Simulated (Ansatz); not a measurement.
Species: CCl, charge 0, multiplicity 2. SMILES: [C]Cl
Geometry: optimised at B3LYP-D3(BJ)/def2-TZVP (Ansatz, a first-principles code).

Quantity: atomisation energy (electronic, to ground-state atoms); the coupled-cluster value holds the core correlation from cc-pwCVTZ, in kcal/mol. Cores are frozen in the correlated levels unless marked. UHF or UKS for open shells. Spin-orbit coupling is left out. No relativistic terms. Basis-set limits of correlation are two-point, X^-3; Hartree-Fock from the larger set (for Q and 5 zeta extrapolated as (X+1)exp(-9√X)).

Level to compare with: CCSD(T)/CBS(cc-pV(Q+d)Z,cc-pV(5+d)Z) plus the core term (Ansatz), 97.8 kcal/mol. It is a level with limits of its own, and the differences hold the functionals' basis error too.

Q: Rank these functionals by how close they come to CCSD(T)/CBS(cc-pV(Q+d)Z,cc-pV(5+d)Z), closest first: SVWN5/def2-TZVPD (Ansatz); r2SCANh/def2-TZVPD (Ansatz); revPBE/def2-TZVPD (Ansatz).

A: r2SCANh/def2-TZVPD (hybrid meta-GGA, 98.8 kcal/mol, difference 1.0), revPBE/def2-TZVPD (GGA, 104.0 kcal/mol, difference 6.2), SVWN5/def2-TZVPD (LDA, 125.8 kcal/mol, difference 28.0)
